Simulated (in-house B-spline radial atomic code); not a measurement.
K⁴⁺. Computed with a B-spline radial atomic code. Model: all-electron spherical atom, spin shells full or empty, radial basis limit, no spin-orbit coupling, Breit or QED, empty-state partial waves extrapolated as (l+1/2)^-4, RPA, G0W0 and static COHSEX of the highest shell as one setting changes (uncorrelated shells keep exact exchange).

Given: element K; charge 4; filled core Ne; hamiltonian one-electron scalar X2C; mean-field start Hartree-Fock; highest l of empty states 9; nuclear rms radius 3.4349 fm; highest mean-field shell 3p up.

Shell: 3s 1 1, 3p 3 0 (electrons up and down).

| lowest nl shells left uncorrelated | RPA correlation energy (hartree) | G0W0 level (eV) | G0W0 minus most complete (meV) | COHSEX level (eV) | linearised minus solved G0W0 (meV) |
| --- | --- | --- | --- | --- | --- |
| 0 | -0.83268 | -82.426 | 0 | -84.468 | 0 |
| 1 | ? | ? | ? | ? | ? |
| 2 | ? | ? | ? | ? | ? |
| 3 | -0.19088 | -82.259 | 167.2 | -84.127 | 0 |
| 4 | -0.069247 | -82.577 | -150.4 | -83.939 | 0 |

Q: What follows for lowest nl shells left uncorrelated = 1?

A: RPA correlation energy -0.70049 hartree; G0W0 level -82.417 eV; G0W0 minus most complete 9 meV; COHSEX level -84.463 eV; linearised minus solved G0W0 0 meV.

Q: What follows for lowest nl shells left uncorrelated = 2?

A: RPA correlation energy -0.55834 hartree; G0W0 level -82.401 eV; G0W0 minus most complete 25.1 meV; COHSEX level -84.431 eV; linearised minus solved G0W0 0 meV.
